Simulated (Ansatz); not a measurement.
`CC(C)(C)[NH][Zr]([F])([F])[F]` → `[NH2][Zr]([F])([F])[F]` + `C=C(C)C`  (alkene loss)

Computed with Ansatz on PBE0-D4/def2-TZVP structures; ΔE is electronic, products minus reactants. CCSD(T)/CBS adds triple-zeta CCSD(T) − MP2 to the extrapolated MP2 energy (def2 sets, frozen cores). This one scheme is used for every species. DFT in def2-TZVPP. HSE06 is defined as in plane-wave codes. def2 core potentials past Kr. For Zr outer-core shells are correlated without core-valence functions, which leaves a few kJ/mol of doubt a bond. One conformer a species, not always the lowest.

Is it downhill or uphill in electronic energy at CCSD(T)/CBS, and by how much? (An estimate is asked.)

The calculation gave: Uphill: ΔE = +87.9 kJ/mol.

What do these levels give: LDA (SPW92), revPBE-D4, r2SCANh-D4, HSE06-D4, ωB97X-V, PBE, BLYP, PBE0, BHLYP, CCSD/def2-SVP, CCSD(T)/def2-SVP, MP2/def2-QZVPP? (Estimate.)

Ansatz gave: LDA (SPW92) 121.6, revPBE-D4 82.6, r2SCANh-D4 88.1, HSE06-D4 90.6, ωB97X-V 93.0, PBE 63.9, BLYP 25.3, PBE0 75.7, BHLYP 59.5, CCSD/def2-SVP 106.1, CCSD(T)/def2-SVP 110.7, MP2/def2-QZVPP 98.7 kJ/mol.

Largest T1 diagnostic among the species: 0.017.

From r2SCAN to r2SCAN0 (25 % exact exchange), in def2-TZVPP and without D4, ΔE moves by +5.8 kJ/mol. At CCSD(T), def2-SVP lies +22.8 kJ/mol from the extrapolated value and def2-TZVPP +2.9 kJ/mol. The D4 term adds +27.9 kJ/mol with B3LYP and +15.8 kJ/mol with PBE0; it sums over pairs of atoms, weighted by their polarisabilities, and B3LYP, whose exchange is more repulsive, gets the larger term.

B3LYP here is the variant with VWN-RPA as its local correlation; programs differ in this.
